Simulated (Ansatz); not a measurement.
`B[NH][GaH][F]` and `B[NH][GaH2]` differ in one atom or group.

Ansatz, PBE0-D4/def2-TZVP geometries, multiplicity 1. Each molecule was computed in one conformer, which needn't be the lowest.

Scalar relativity is left out up to krypton.

```tsv
property	`B[NH][GaH][F]`
ideal-gas entropy at 298 K and 1 bar (rigid rotor, harmonic PBE0-D4/def2-TZVP) / J/(mol·K)	324
LUMO energy (ωB97M-V/def2-TZVPP) / eV	0.54
LUMO energy (PBE0/def2-TZVPP) / eV	-1.18
HOMO–LUMO gap (ωB97M-V/def2-TZVPP) / eV	11.67
HOMO–LUMO gap (PBE/def2-TZVPP) / eV	5.39
zero-point energy (PBE0-D4/def2-TZVP) / kJ/mol	123.6
```

Problem. What does the change do to each property? (Estimate.)

Solution. Computed: 
```csv
property,`B[NH][GaH2]`,shift
"ideal-gas entropy at 298 K and 1 bar (rigid rotor, harmonic PBE0-D4/def2-TZVP) / J/(mol·K)",299,-25
LUMO energy (ωB97M-V/def2-TZVPP) / eV,0.25,-0.29
LUMO energy (PBE0/def2-TZVPP) / eV,-1.46,-0.28
HOMO–LUMO gap (ωB97M-V/def2-TZVPP) / eV,10.91,-0.76
HOMO–LUMO gap (PBE/def2-TZVPP) / eV,4.74,-0.65
zero-point energy (PBE0-D4/def2-TZVP) / kJ/mol,135.2,11.6
```

With PBE0 the HOMO rises by 0.45 eV and the LUMO falls by 0.28 eV, so the gap narrows by about 0.73 eV. PBE moves the HOMO by 0.39 eV and ωB97M-V by 0.47 eV.
